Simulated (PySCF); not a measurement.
C4H9NSi2.
SMILES with atom numbers: `[N:1]#[C:2][Si@@H:3]([SiH3:4])[CH:5]1[CH2:6][CH2:7]1` (hydrogens: H8 on Si3; H9, H10, H11 on Si4; H12 on C5; H13, H14 on C6; H15, H16 on C7)

Structure used (PBE0-D3(BJ)/def2-SVP), in Å, numbered top down from 1:
```xyz
16
C4H9NSi2 angstrom
N      1.5401    3.5021   -0.7546
C      1.1592    2.4079   -0.6932
Si     0.5870    0.6375   -0.5595
Si     2.5190   -0.6852   -0.4265
C     -0.5125    0.4629    0.9296
C     -1.9834    0.7921    0.8428
C     -1.5550   -0.6317    0.9590
H     -0.1954    0.3573   -1.8009
H      2.1193   -2.1210   -0.3052
H      3.3610   -0.5055   -1.6465
H      3.3005   -0.2902    0.7842
H     -0.0297    0.6874    1.8874
H     -2.3819    1.1364   -0.1165
H     -2.4414    1.2721    1.7114
H     -1.7116   -1.1484    1.9095
H     -1.6622   -1.2781    0.0821
```

Method: PBE0-D3(BJ)/def2-SVP geometry optimisation, gas phase in PySCF.

Take the most abundant isotopes and a rigid rotor. The values belong to one conformer with, in the numbering `[N:1]#[C:2][Si@@H:3]([SiH3:4])[CH:5]1[CH2:6][CH2:7]1`, C2–Si3–C5–C6 84°.

Problem. Give the principal moments of inertia and the rotational constants in cm⁻¹.

Solution. Ia = 264.74, Ib = 386.63, Ic = 607.51 u·Å²; 505379 MHz·u·Å²/I gives 1909, 1307 and 831.9 MHz, that is A = 0.06368, B = 0.04360, C = 0.02775 cm⁻¹.

Problem. What kind of rotor is it?

Solution. An asymmetric top: κ = (2 × 1307 − 1909 − 831.9)/(1909 − 831.9) = -0.12.

Problem. What does the inertial defect say?

Solution. Not planar: Δ = Ic − Ia − Ib = -43.86 u·Å². For a rigid frame Δ = −2 Σ m c², so Σ m c² = 21.93 u·Å² lies off the ab plane: 12.18 from hydrogen and 9.75 from heavier atoms. The atom farthest from that plane is 1.90 Å away.

Problem. Give the other two planar moments, Paa and Pbb, and the rms extents of the mass along the axes.

Solution. Paa = Σ m a² = (Ib + Ic − Ia)/2 = 364.70 and Pbb = Σ m b² = (Ia + Ic − Ib)/2 = 242.81 u·Å². With the mass M = 127.03 u, the rms extents √(P/M) along a, b and c are 1.69, 1.38, 0.42 Å.

Problem. Where do the levels up to J = 5 lie, in MHz?

Solution. Above 0(0,0):
J = 1: 1(0,1) 2139, 1(1,1) 2741, 1(1,0) 3216
J = 2: 2(0,2) 6226, 2(1,2) 6544, 2(1,1) 7969, 2(2,1) 9775, 2(2,0) 9966
J = 3: 3(0,3) 12022, 3(1,3) 12145, 3(1,2) 14944, 3(2,2) 16192, 3(2,1) 17004, 3(3,1) 20492, 3(3,0) 20545
J = 4: 4(0,4) 19438, 4(1,4) 19478, 4(1,3) 23901, 4(2,3) 24594, 4(2,2) 26533, 4(3,2) 29321, 4(3,1) 29651, 4(4,1) 34976, 4(4,0) 34988
J = 5: 5(0,5) 28490, 5(1,5) 28501, 5(1,4) 34567, 5(2,4) 34870, 5(2,3) 38366, 5(3,3) 40308, 5(3,2) 41368, 5(4,2) 46090, 5(4,1) 46190, 5(5,1) 53264, 5(5,0) 53267
Those of J = 1 are B + C, A + C and A + B.

Problem. Which lines would a microwave search look for?

Solution. The dipole components are |μa| = 2.58 D, |μb| = 3.09 D, |μc| = 0.24 D. Intensities carry the squares of the components, which stand as 0.70 : 1.00 : 0.01 (a : b : c). Some lines, for components of 0.1 D or more:

```
type  branch         J(Ka,Kc)   MHz  lower level (cm⁻¹)
   c       Q  2(1,2) ← 2(0,2)   318               0.208
   a       Q  1(1,0) ← 1(1,1)   475               0.091
   c       Q  1(1,1) ← 1(0,1)   602               0.071
   b       Q  1(1,0) ← 1(0,1)  1077               0.071
   a       Q  2(1,1) ← 2(1,2)  1426               0.218
   b       Q  2(1,1) ← 2(0,2)  1743               0.208
   c       Q  2(2,1) ← 2(1,1)  1806               0.266
   b       Q  2(2,0) ← 2(1,1)  1996               0.266
   a       R  1(0,1) ← 0(0,0)  2139               0.000
   c       R  1(1,0) ← 0(0,0)  3216               0.000
   b       Q  2(2,1) ← 2(1,2)  3231               0.218
   b       R  2(0,2) ← 1(1,1)  3485               0.091
   a       R  2(1,2) ← 1(1,1)  3803               0.091
   a       R  2(0,2) ← 1(0,1)  4087               0.071
   b       R  2(1,2) ← 1(0,1)  4405               0.071
   a       R  2(1,1) ← 1(1,0)  4753               0.107
   c       R  2(2,0) ← 1(1,0)  6750               0.107
   c       R  2(2,1) ← 1(1,1)  7034               0.091
   b       R  2(2,0) ← 1(1,1)  7225               0.091
```

No frequency check. These are rigid-rotor constants of the computed structure; measured ground-state constants (B0) also hold zero-point vibration. A rigid rotor knows nothing of internal rotation, which can split or shift real lines. Quadrupole hyperfine structure (14N) is left out.
